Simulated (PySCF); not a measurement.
# Single point on RbI

State: ¹Σ⁺ (singlet), closed shell.

An equivalent input (the run itself took its basis sets from the Basis Set Exchange, started from a PBE0 density and held the occupation σ 7α 7β, πx 4α 4β, πy 4α 4β, δx 1α 1β, δy 1α 1β):

```python
from pyscf import gto, scf, cc
mol = gto.M(atom='Rb 0 0 0; I 0 0 3.233', basis={'Rb': 'def2-SVP', 'I': 'def2-SVP'}, ecp={'Rb': 'def2-SVP', 'I': 'def2-SVP'},
            charge=0, spin=0, verbose=4, symmetry='C2v')
mf = scf.RHF(mol)
mf.irrep_nelec = {'A1': 16, 'A2': 2, 'B1': 8, 'B2': 8}
mf.conv_tol = 1e-9
mf.max_cycle = 60
mf.diis_space = 10
mf.kernel()
mycc = cc.CCSD(mf, frozen=[0, 1, 2, 3, 49])
mycc.run(conv_tol=1e-7, conv_tol_normt=1e-5, max_cycle=80, diis_space=8)
et = mycc.ccsd_t()
```

The SCF ended at -320.54845135 hartree. The coupled-cluster part of the log:

```
******** <class 'pyscf.cc.ccsd.CCSD'> ********
CC2 = 0
CCSD nocc = 13, nmo = 45
frozen orbitals [0, 1, 2, 3, 49]
max_cycle = 80
direct = 0
conv_tol = 1e-07
conv_tol_normt = 1e-05
diis_space = 8
diis_start_cycle = 0
diis_start_energy_diff = 1e+09
Init t2, MP2 energy = -320.719165272538  E_corr(MP2) -0.170713925392342
Init E_corr(CCSD) = -0.17071392539265
cycle = 1  E_corr(CCSD) = -0.179344414963411  dE = -0.00863048957  norm(t1,t2) = 0.0321993
cycle = 2  E_corr(CCSD) = -0.181825021194376  dE = -0.00248060623  norm(t1,t2) = 0.00948742
cycle = 3  E_corr(CCSD) = -0.182507712836032  dE = -0.000682691642  norm(t1,t2) = 0.00524547
cycle = 4  E_corr(CCSD) = -0.182763461497764  dE = -0.000255748662  norm(t1,t2) = 0.00227531
cycle = 5  E_corr(CCSD) = -0.182719543017262  dE = 4.39184805e-05  norm(t1,t2) = 0.00113978
cycle = 6  E_corr(CCSD) = -0.182704860639138  dE = 1.46823781e-05  norm(t1,t2) = 0.000437126
cycle = 7  E_corr(CCSD) = -0.182706737297426  dE = -1.87665829e-06  norm(t1,t2) = 0.000104443
cycle = 8  E_corr(CCSD) = -0.182707997142154  dE = -1.25984473e-06  norm(t1,t2) = 4.05224e-05
cycle = 9  E_corr(CCSD) = -0.182708108740372  dE = -1.11598218e-07  norm(t1,t2) = 1.10127e-05
cycle = 10  E_corr(CCSD) = -0.182708066036626  dE = 4.27037453e-08  norm(t1,t2) = 3.47354e-06
CCSD converged
E(CCSD) = -320.731159413182  E_corr = -0.1827080660366262
CCSD(T) correction = -0.00291518574062737
```

T1 diagnostic 0.008, D1 0.029, 26 electrons correlated, 1 of the virtual orbitals (those above 20 hartree) left out.

Repeating this along the bond gives Re = 3.260 Å and ωe = 137 cm⁻¹.

A point of this curve took 1.8 CPU seconds beside 0.2 for the integrals, on Oxide Virtual Turin-like (shared host).

Correlated steps freeze 4 core orbitals. Spin–orbit coupling is left out.
